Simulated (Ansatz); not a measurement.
Program: Ansatz. Geometries: PBE0-D4/def2-TZVP. ΔE: electronic, gas phase. CBS: MP2 limit from def2 TZ/QZ plus the TZ coupled-cluster correction, frozen cores. This one scheme is used for every species. DFT in def2-TZVPP. HSE06 is defined as in plane-wave codes. Elements past krypton have def2 core potentials. For In outer-core shells are correlated without core-valence functions, which leaves a few kJ/mol of doubt a bond. Each species was taken in one conformer, which may not be the lowest.

Reaction (cleavage of the In–B bond): `O[B](F)[InH2]` + `O[SiH3]` → `[SiH3][O][InH2]` + `OBF`

`O[B](F)[InH2]`:

Z-matrix (Å, degrees):
```
B
F 1 1.333
In 1 2.285 2 115.9
O 1 1.351 2 114.6 3 -180.0
H 3 1.730 1 122.1 2 88.9
H 3 1.730 1 122.2 2 -89.7
H 4 0.958 1 114.6 2 179.9
```

`O[SiH3]`:

Cartesian coordinates in Å:
```
O 0.291 0.237 -1.225
Si -0.215 -0.157 0.292
H 1.074 0.782 -1.309
H 0.822 -0.926 1.035
H -1.426 -0.990 0.114
H -0.546 1.053 1.093
```

`[SiH3][O][InH2]`:

```xyz
8

Si    0.137   -0.918    1.072
O     0.549    0.368    0.172
In   -0.102    1.324   -1.450
H    -1.087   -1.597    0.545
H    -0.143   -0.510    2.478
H     1.238   -1.923    1.092
H     0.908    2.650   -1.795
H    -1.500    0.606   -2.114
```

`OBF`:

Cartesian coordinates in Å:
```
O 0.769 0.601 -0.236
B -0.084 -0.402 0.035
F -1.341 -0.139 0.387
H 0.373 1.474 -0.148
H 0.283 -1.534 -0.038
```

CCSD(T)/CBS gives -0.94 eV.

(1) Another level gave -0.98 eV. Which?
A. SCS-MP2/def2-TZVPP
B. HSE06/def2-TZVPP
C. r2SCANh-D4/def2-TZVPP
D. CAM-B3LYP-D4/def2-TZVPP

(2) What do rigid-rotor, harmonic-oscillator terms from PBE0-D4/def2-TZVP frequencies (298.15 K, 1 bar) make of the CCSD(T)/CBS value? (Best estimate.)

Largest T1 diagnostic among the species: 0.015.

Answers

(1) A. SCS-MP2/def2-TZVPP -0.98, r2SCANh-D4 -0.87, HSE06 -0.76, CAM-B3LYP-D4 -0.92 eV.

(2) Ansatz gave: ΔZPE = -0.01 eV, ΔH = -0.96 eV, ΔS = -2 J/(mol·K), ΔG = -0.96 eV.

In def2-TZVPP, CCSD(T) changes the Hartree–Fock value by +0.14 eV (the triples alone add +0.00 eV) and MP2 by +0.10 eV. From BLYP to BHLYP (50 % exact exchange), in def2-TZVPP and without D4, ΔE moves by −0.06 eV.
